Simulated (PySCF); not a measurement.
# Radial density of Cu (copper, neutral)

BP86, [Ar] 3d10 4s1, 2S determinant. Computed with PySCF 2.14 in cc-pVTZ-PP with ECP10MDF, with scalar relativity through the core potential. This is the valence pseudo-density: the core potential removes the inner electrons and smooths the orbitals near the nucleus.

| r (bohr) | 4πr²ρ (e/bohr) | 4πr²(ρα − ρβ) |
| --- | --- | --- |
| 0.00610 | 1.576e-05 | 0.0000 |
| 0.0103 | 4.246e-05 | 0.0000 |
| 0.0173 | 0.0001127 | 0.0000 |
| 0.0290 | 0.0004006 | 0.0000 |
| 0.0489 | 0.003386 | 0.0000 |
| 0.0822 | 0.04229 | -0.0004 |
| 0.138 | 0.4270 | -0.0045 |
| 0.232 | 2.977 | -0.0254 |
| 0.391 | 13.52 | -0.0499 |
| 0.658 | 22.21 | -0.0700 |
| 1.11 | 9.087 | 0.0216 |
| 1.86 | 2.080 | 0.3868 |
| 3.13 | 0.5348 | 0.3155 |
| 5.27 | 0.05327 | 0.0486 |
| 8.86 | 0.0008294 | 0.0008 |

Energies and moments cover only the electrons outside the core potential.

Q: Where is the radial spin density 4πr²(ρα − ρβ) most negative, and why is it negative at all?

A: Around r = 0.658 bohr, down to -0.0700 e/bohr: exchange with the open shell polarises the paired shells in an unrestricted calculation.
